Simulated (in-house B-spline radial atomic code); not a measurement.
The numbers below are computed, except where a source is named.
## Quantum size effects in thin Sn films (stabilised jellium)

The positive ions are smeared into a uniform slab; the electrons are solved self-consistently in the LDA (PW92) on a fine grid across the film. Stabilised jellium adds, inside the slab, the constant potential −n de/dn that makes the bulk stable at the metal's density. No lattice, so no dependence on crystal face. Atomic units unless named. The table is for the stabilised model.

Sn: 4 valence electrons per atom, density 7.287 g/cm³, mass 118.71 u, so r_s = 2.22 bohr.

```json
{"thickness (nm)": "0.240", "in Fermi wavelengths": "0.625", "filled subbands": "2", "work function (eV)": "4.267", "surface energy (J/m²)": "0.879"}
{"thickness (nm)": "0.288", "in Fermi wavelengths": "0.750", "filled subbands": "2", "work function (eV)": "4.496", "surface energy (J/m²)": "0.860"}
{"thickness (nm)": "0.337", "in Fermi wavelengths": "0.875", "filled subbands": "2", "work function (eV)": "4.242", "surface energy (J/m²)": "0.755"}
{"thickness (nm)": "0.385", "in Fermi wavelengths": "1.000", "filled subbands": "2", "work function (eV)": "3.672", "surface energy (J/m²)": "0.761"}
{"thickness (nm)": "0.433", "in Fermi wavelengths": "1.125", "filled subbands": "3", "work function (eV)": "4.212", "surface energy (J/m²)": "0.853"}
{"thickness (nm)": "0.481", "in Fermi wavelengths": "1.251", "filled subbands": "3", "work function (eV)": "4.364", "surface energy (J/m²)": "0.830"}
{"thickness (nm)": "0.529", "in Fermi wavelengths": "1.374", "filled subbands": "3", "work function (eV)": "4.208", "surface energy (J/m²)": "0.770"}
{"thickness (nm)": "0.577", "in Fermi wavelengths": "1.500", "filled subbands": "3", "work function (eV)": "3.856", "surface energy (J/m²)": "0.777"}
{"thickness (nm)": "0.625", "in Fermi wavelengths": "1.625", "filled subbands": "4", "work function (eV)": "4.182", "surface energy (J/m²)": "0.837"}
{"thickness (nm)": "0.673", "in Fermi wavelengths": "1.750", "filled subbands": "4", "work function (eV)": "4.296", "surface energy (J/m²)": "0.819"}
{"thickness (nm)": "0.721", "in Fermi wavelengths": "1.875", "filled subbands": "4", "work function (eV)": "4.190", "surface energy (J/m²)": "0.779"}
{"thickness (nm)": "0.769", "in Fermi wavelengths": "2.001", "filled subbands": "4", "work function (eV)": "3.947", "surface energy (J/m²)": "0.785"}
{"thickness (nm)": "0.817", "in Fermi wavelengths": "2.124", "filled subbands": "5", "work function (eV)": "4.166", "surface energy (J/m²)": "0.827"}
```

Q: At what steps in thickness do new subbands fill, and why?

A: λ_F = 2π/k_F = 7.268 bohr = 0.385 nm. New subbands appear by 1.125, 1.625, 2.125 λ_F, each within the grid step of 1/8 λ_F; the true step is half a wavelength (0.192 nm), since a level crosses E_F each time one more half wave at k_F fits across the film.

Q: How large is the oscillation of the work function here?

A: It runs from 3.672 to 4.496 eV over the table, 0.82 eV within the first four rows and 0.35 eV within the last four, about a thick-film value of 4.15 eV. The grid can skip the cusp where a subband opens, so the true swing can be larger; measurement on the bulk metal gives 4.42 eV.

Q: The film of 11.81 bohr has subband bottoms at -13.675, -11.675, -8.568, -4.84 eV, measured from the vacuum level. Show that these levels and neutrality give the work function in the table.

A: Each subband holds (E_F − ε_j)/π electrons per bohr², spin included. Neutrality needs n L = 0.02182 × 11.81 = 0.25769, and π n L × 27.2114 = 22.029 eV. So E_F = (π n L + Σ ε_j)/4 = (22.029 + (-38.758))/4 = -4.182 eV, and the work function is 4.182 eV.
